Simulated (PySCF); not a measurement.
## Ionisation of trichlorogallium

Parent: trichlorogallium, `[Cl][Ga]([Cl])[Cl]` (Cl3Ga). Coordinates in Å; atoms count from 1 in this order:
```
Cl   -0.7407    1.9783   -0.0147
Ga    0.0089   -0.0036   -0.0133
Cl    2.1019   -0.3420    0.0312
Cl   -1.3559   -1.6250   -0.0525
```

Energies: ωB97X-D3(BJ)/ma-def2-TZVP (PySCF, density fitting, integration grid level 2) on PBE0-D3(BJ)/def2-SVP structures. The prefix ma- adds one diffuse s and one diffuse p function on all atoms but H. Zero-point and thermal terms (298.15 K, 1 bar) come from unscaled PBE0-D3(BJ)/def2-SVP harmonic frequencies, with soft modes damped to free rotors in the entropy.

Frontier levels of the parent: HOMO -12.02 eV, LUMO -0.22 eV.

Oxidation to the radical cation:
* Vertical ionisation energy (electronic): 12.19 eV
* Adiabatic ionisation energy (with zero-point energy): 11.47 eV
* Adiabatic, electronic part: 11.48 eV
* Vertical gap at the product's structure: 10.23 eV
* Inner reorganisation energy (four-point): 1959 meV
* Relaxation of product / of parent: 713 / 1245 meV
* ⟨S²⟩ of the product: 0.758
* Largest spin populations: Cl1 0.52, Cl4 0.52
* Largest changes of atomic charge: Cl1 0.35, Cl4 0.35, Cl3 0.18, Ga2 0.12
* Distances that move most (Å): Cl1–Ga2 2.119 → 2.192; Ga2–Cl3 2.121 → 2.054; Ga2–Cl4 2.120 → 2.186

Measured values (NIST Chemistry WebBook, evaluated or the median of agreeing entries): vertical ionisation energy 11.96 eV (computed 12.19, difference 0.23); adiabatic ionisation energy 11.52 eV (computed 11.47, difference -0.05).

Known limits: spin-orbit coupling is left out of the energies, which matters for open shells on the heavier atoms; atoms from Ga to Kr are treated without relativity; Cl1 and Cl3 are equivalent in the parent, but the relaxed radical cation is symmetry-broken (D3h to C2v), as a Jahn-Teller-type distortion or an artefact of the method; its spin populations, distances and adiabatic value belong to that structure.
